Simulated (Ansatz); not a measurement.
Computed with Ansatz on PBE0-D4/def2-TZVP structures; ΔE is electronic, products minus reactants. CCSD(T)/CBS adds triple-zeta CCSD(T) − MP2 to the extrapolated MP2 energy (def2 sets, frozen cores). This one scheme is used for every species. Functionals use def2-TZVPP. Each species was taken in one conformer, which may not be the lowest.

`[SiH3]N[SiH3]` + `BOB(F)S` → `FB(S)O[SiH3]` + `BN[SiH3]`  (redistribution)

```tsv
level	ΔE (kcal/mol)
r2SCANh-D4	-14.3
HF/def2-TZVPP	-14.0
```

What does CCSD(T)/CBS give? (Estimate.)

Computed: -14.1 kcal/mol. The listed levels differ from it by -0.2, 0.1 kcal/mol.

Largest T1 diagnostic among the species: 0.014.

At CCSD(T), def2-SVP lies +1.0 kcal/mol from the extrapolated value and def2-TZVPP −0.2 kcal/mol. Leaving LDA and LC-ωPBE aside and taking each functional with its dispersion term where it has one, the values, not all of them listed here, spread over 1.1 kcal/mol, from B2PLYP to revPBE-D4.
